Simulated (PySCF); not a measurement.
PySCF input file for C₄H₅Si, SMILES C1=[C]C=C[SiH2]1, multiplicity 2, SMD-ωB97X/6-31G*. The structure is a stationary point at B3LYP-D3(BJ)/def2-SVP. The isomer is the one that the SMILES or the coordinates give; other isomers of the formula were not compared.

```python
import numpy as np
from pyscf import gto, scf, dft
from pyscf.solvent import smd

mol = gto.M(
    atom='''
    C     1.10168200    1.00329554   -0.00000000
    C     1.39885947   -0.29294393    0.00000000
    Si   -0.31713535   -1.10269654    0.00000000
    C    -1.22583061    0.55037467   -0.00000000
    C    -0.27574759    1.51621543   -0.00000000
    H     2.39739440   -0.73506712    0.00000000
    H    -0.58892977   -1.92860110    1.21274377
    H    -0.58892977   -1.92860110   -1.21274377
    H    -2.29503917    0.77640774   -0.00000000
    H    -0.47838040    2.59196283   -0.00000000
    ''',
    basis='6-31G*',
    charge=0,
    spin=1,
    max_memory=1600,
    verbose=3,
)
mf = dft.UKS(mol, xc='wb97x').density_fit(auxbasis='def2-universal-jkfit')
mf.grids.level = 3
mf.conv_tol = 1e-9
mf.max_cycle = 100
mf.kernel()
fine, coarse = mf.grids, dft.Grids(mol).set(level=1).build(with_non0tab=True)
for _ in range(3):  # follow internal instabilities
    mf.grids = coarse
    mo, _, stable, _ = mf.stability(return_status=True, nroots=4)
    mf.grids = fine
    if stable:
        break
    mf.kernel(mf.make_rdm1(mo, mf.mo_occ))
res = {}
for name in ['water', 'ethylethanoate', 'cyclohexanone']:
    s = mf.SMD()
    s.with_solvent.solvent, s.with_solvent.sasa_ng = name, 302
    s.kernel(mf.make_rdm1())
    res[name] = (s.e_tot, s.with_solvent.get_cds(), s.dip_moment(), s.mo_energy, s.converged)
    print(f'SMD {name}: dG(solv) = {(s.e_tot - mf.e_tot) * 627.509474:.3f} kcal/mol, of which CDS {res[name][1] * 627.509474:.3f}')
```

Log of the run:

```

WARN: HOMO -0.165786030757663 >= LUMO -0.165786030757664

converged SCF energy = -444.727097456602  <S^2> = 0.77054176  2S+1 = 2.0204373
<class 'pyscf.df.df_jk.DFUKS'> wavefunction is stable in the internal stability analysis
converged SCF energy = -444.724567908867  <S^2> = 0.76918661  2S+1 = 2.0190954
Dipole moment(X, Y, Z, Debye): -0.93602, -0.07278, -0.00000
SMD water: dG(solv) = 1.587 kcal/mol, of which CDS 4.106
converged SCF energy = -444.730395773585  <S^2> = 0.76952899  2S+1 = 2.0194346
Dipole moment(X, Y, Z, Debye): -0.86759, -0.04505, -0.00000
SMD ethylethanoate: dG(solv) = -2.070 kcal/mol, of which CDS -0.170
converged SCF energy = -444.729679420498  <S^2> = 0.76931007  2S+1 = 2.0192177
Dipole moment(X, Y, Z, Debye): -0.91116, -0.06190,  0.00000
SMD cyclohexanone: dG(solv) = -1.620 kcal/mol, of which CDS 0.676
```

The calculation finished and met its thresholds.

Cost: about 90 core-seconds (a rough figure).
